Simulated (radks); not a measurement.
Results of a calculation; reference values are marked as such.
Effect of the nuclear size on the chromium ion Cr+, [Ar] 3d5. Code: a radial shooting solver on a logarithmic mesh with Libxc functionals. Model: Dirac Kohn-Sham, relativistic LDA (MacDonald-Vosko exchange, VWN5 correlation), spin-unpolarised, spherical densities, finite nucleus; open shells fill j = l - 1/2 first; Fermi nuclear charge, rms radius 3.6452 fm. The rms radius is varied about that value; shifts are against it.

rms radius (fm)	total energy shift (eV)	density at nucleus (e/bohr^3)	1s1/2 shift (meV)	2s1/2 shift (meV)	3s1/2 shift (meV)
3.1786	-0.0175	1.138e+04	-7.41	-0.650	-0.094
3.3609	-0.0109	1.135e+04	-4.63	-0.406	-0.059
3.6452	0	1.132e+04	0.000	0.000	0.000
3.8129	0.00686	1.13e+04	2.90	0.255	0.037
4.2102	0.0243	1.126e+04	10.3	0.901	0.130

Slopes of the eigenvalues against <r^2> in GHz/fm^2, as finite differences over the two radii next to the reference (eigenvalue slopes, not the field-shift constants of lines): 1s1/2 562, 2s1/2 49.3, 3s1/2 7.11.
